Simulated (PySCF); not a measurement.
Structure with atom numbers: `[BH3-:1][C:2]#[N+:3][CH3:4]`. Hydrogens are named by the atom that carries them.

One averaged value for each set of equivalent atoms, one computed conformer, relativity neglected, no solvent. Geometry: PBE0-D3(BJ)/def2-TZVP; NMR shieldings at PBE0/pcSseg-2/GIAO; PySCF 2.14.

Chemical shifts δ = σref − σ; ¹³C (σ = 186.03 ppm), ¹H (σ = 31.52 ppm) against TMS; ¹¹B (σ = 98.70 ppm) against BF3·OEt2; ¹⁵N (σ = 263.78 ppm) vs NH3, all at this level.

| atoms | nucleus | count | δ (ppm) |
| --- | --- | --- | --- |
| C4 | ¹³C | 1 | 27.4 |
| H(B1) | ¹H | 3 | ? |
| H(C4) | ¹H | 3 | 3.22 |
| N3 | ¹⁵N | 1 | ? |
| B1 | ¹¹B | 1 | -58.0 |
| C2 | ¹³C | 1 | 161.1 |

Q: Estimate the values marked ?.

A: 
- H(B1): 1.09 ppm, hydrogen on a boron bonded to C
- N3: 157.2 ppm, nitrogen bonded to 2 C

Hydrogens on boron are broadened and split by ¹¹B (spin 3/2, 80 %) and 10B (spin 3). A carbon bonded to boron is broadened by the quadrupolar boron nucleus and is often missing from a measured spectrum. Shifts are as computed. Against solution values, carbons near 30 ppm lie about +3 ppm off and those near 130 ppm about +9 ppm. Of 1211 compounds with measured shifts, 218 miss one by over three times the rms of a fit or turn the order of signals round; such compounds aren't used in these exercises. Experimental scales use liquid or dissolved standards, which lie at an offset from isolated NH3 (liquid NH3: subtract about 20 ppm). Unscaled 15N shifts of sp2 nitrogen come out 20 to 40 ppm too high even then.
